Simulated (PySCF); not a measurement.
Electron correlation in Kr+ (krypton, charge +1)

[Ar] 3d10 4s2 4p5, 2P determinant. Computed with PySCF 2.14 in cc-pVTZ-DK, with scalar relativity by spin-free X2C-1e. Frozen: [Ar] 3d10; 7 electrons correlated.

MP2 pair energies summed by pair of shells (mhartree):

| pair | energy | share (%) |
| --- | --- | --- |
| 4p-4p | -85.11 | 62.0 |
| 4s-4p | -44.35 | 32.3 |
| 4s-4s | -7.76 | 5.7 |

Total MP2 correlation energy: -137.22 mhartree.

Same-spin part -31.28 and opposite-spin part -105.95 mhartree; SCS-MP2 scales them by 1/3 and 6/5 to -137.56 mhartree.

```csv
level,correlation energy (mhartree)
CCSD,-157.01
(T),-3.94
CCSD(T),-160.95
```

Diagnostics: T1 = 0.0054, D1 = 0.0184, largest double amplitude 0.047.

Cost of the coupled-cluster step: 0.36 s of wall time on 1 thread of Neoverse-V2 (shared host), for 7 correlated electrons.
